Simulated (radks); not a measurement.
Results of a calculation; reference values are marked as such.
Species: Ca+. Configuration: [Ar] 4s1 (the NIST ground configuration). Code: a radial shooting solver on a logarithmic mesh with Libxc functionals. Model: non-relativistic Kohn-Sham, BLYP, spin-unpolarised, spherical densities, point nucleus.

Unscreened Slater integrals over Kohn-Sham orbitals (cm^-1).

F0(4s,4s): 55093
F0(4s,3p): 70297
G1(4s,3p): 4987.9
F0(4s,3s): 70882
G0(4s,3s): 3396.5
F0(4s,2p): 75986
G1(4s,2p): 1699.4
F0(3p,3p): 156420
F2(3p,3p): 78339
F0(3p,3s): 162980
G1(3p,3s): 108120
F0(3p,2p): 213600
F2(3p,2p): 39381
G0(3p,2p): 15504
G2(3p,2p): 15889
F0(3s,3s): 170390
F0(3s,2p): 227020
G1(3s,2p): 17881
F0(2p,2p): 611190
F2(2p,2p): 285750
